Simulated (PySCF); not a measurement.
# A small calculation by hand: entropy of an ideal gas

1-chloro-2-fluorocyclobutene (C4H4ClF), SMILES FC1=C(Cl)CC1.

Geometry: PBE0-D3(BJ)/def2-SVP.

PBE0-D3(BJ)/def2-SVP in PySCF gives the harmonic wavenumbers 203, 204, 280, 407, 546, 583, 703, 845, 930, 1038, 1062, 1088, 1149, 1150, 1187, 1249, 1374, 1444, 1473, 1819, 3077, 3084, 3141, 3151 cm⁻¹ and the rotational temperatures 0.2182, 0.1091, 0.0742 K. The molar mass is 106.52 g/mol, the symmetry number 1, the spin multiplicity 1.

Work out the entropy at 298.15 K and 1 atm in the rigid-rotor, harmonic-oscillator model.


Translation (Sackur–Tetrode at 1 atm): S = R[1.5 ln M + 2.5 ln T − 1.16487] = 167.0 J/(mol K).
Rotation: q = (√π/σ) T^1.5/√(θA θB θC) = 217000, S = R[ln q + 3/2] = 114.6 J/(mol K).
Vibration: with u = 1.4388 ν/T, each mode gives R[u/(e^u − 1) − ln(1 − e^−u)]:
| ν (cm⁻¹) | modes | u | S (J/(mol K)) |
|---|---|---|---|
| 203 | 1 | 0.98 | 8.81 |
| 204 | 1 | 0.98 | 8.77 |
| 280 | 1 | 1.35 | 6.42 |
| 407 | 1 | 1.96 | 3.92 |
| 546 | 1 | 2.63 | 2.31 |
| 583 | 1 | 2.81 | 2.01 |
| 703 | 1 | 3.39 | 1.27 |
| 845 | 1 | 4.08 | 0.73 |
| 930 | 1 | 4.49 | 0.52 |
| 1038 | 1 | 5.01 | 0.34 |
| 1062 | 1 | 5.12 | 0.30 |
| 1088 | 1 | 5.25 | 0.27 |
| 1149 | 1 | 5.54 | 0.21 |
| 1150 | 1 | 5.55 | 0.21 |
| 1187 | 1 | 5.73 | 0.18 |
| 1249 | 1 | 6.03 | 0.14 |
| 1374 | 1 | 6.63 | 0.08 |
| 1444 | 1 | 6.97 | 0.06 |
| 1473 | 1 | 7.11 | 0.06 |
| 1819 | 1 | 8.78 | 0.01 |
The stiffer modes add less than 0.005 each. Sum 36.6 J/(mol K).
Spin: R ln 1 = 0.0 J/(mol K).
Total 318.2 J/(mol K); the program's own thermochemistry gives 318.2. Translation makes up 52 % and vibration 12 %. Anharmonicity, hindered rotation and orbital degeneracy are left out.
